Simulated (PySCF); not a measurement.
Coordinates in bohr (charge 1 multiplicity 1):
```
Sb    0.0000    0.0000    0.0000
F     0.0000    0.0000    3.6113
F     0.0000    0.0000   -3.6113
```

Method: PySCF, PBE0, basis Sb def2-TZVP with ECP28, F def2-TZVP (scalar-relativistic core potentials, no spin–orbit coupling, density fitting).

This geometry of SbF₂⁺ is a stationary point at this level.

(1) What is the point group?

(2) Is it a minimum?

(3) Which band is strongest in the infrared?

(4) What are the dipole moment and the gap between the highest occupied and lowest empty levels?

Answers

(1) D∞h.

(2) No: it has 2 imaginary modes (one degenerate set), at 239i cm⁻¹ (πu).

(3) 636 cm⁻¹ (σu+), 230 km/mol.

(4) 0.00 D about the centre of mass and 4.58 eV.

Only a few start shapes were tried, so a lower isomer may exist. At this level a singlet minimum of C2v symmetry lies 195 kJ/mol below this structure.
